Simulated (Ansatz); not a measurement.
`[F][Al]([SH])[Br]` + `CO[SiH](O)O[SiH3]` → `[OH][Al]([F])[SH]` + `CO[SiH](Br)O[SiH3]`  (redistribution)

Gas-phase electronic energies from Ansatz, PBE0-D4/def2-TZVP geometries. CCSD(T)/CBS adds triple-zeta CCSD(T) − MP2 to the extrapolated MP2 energy (def2 sets, frozen cores). For Br outer-core shells are correlated without core-valence functions, which leaves a few kJ/mol of doubt a bond. Scalar relativity is left out up to krypton. One conformer a species, not always the lowest.

```csv
species,HF/CBS(def2) energy (Eh)
`[F][Al]([SH])[Br]`,-3312.24218
`CO[SiH](O)O[SiH3]`,-845.36379
`[OH][Al]([F])[SH]`,-815.24192
`CO[SiH](Br)O[SiH3]`,-3342.34582
```

Question: Work out ΔE.

Answer: ΔE = (-815.24192) + (-3342.34582) − (-3312.24218) − (-845.36379) = 0.01823 Eh = +0.50 eV. CCSD(T)/CBS gives +0.36 eV.

Largest T1 diagnostic among the species: 0.012.

The D4 term adds −0.03 eV with B3LYP and −0.02 eV with PBE0; it sums over pairs of atoms, weighted by their polarisabilities, and B3LYP, whose exchange is more repulsive, gets the larger term. In def2-TZVPP, CCSD(T) changes the Hartree–Fock value by −0.12 eV (the triples alone add −0.02 eV) and MP2 by −0.16 eV.

B3LYP here is the variant with VWN-RPA as its local correlation; programs differ in this.
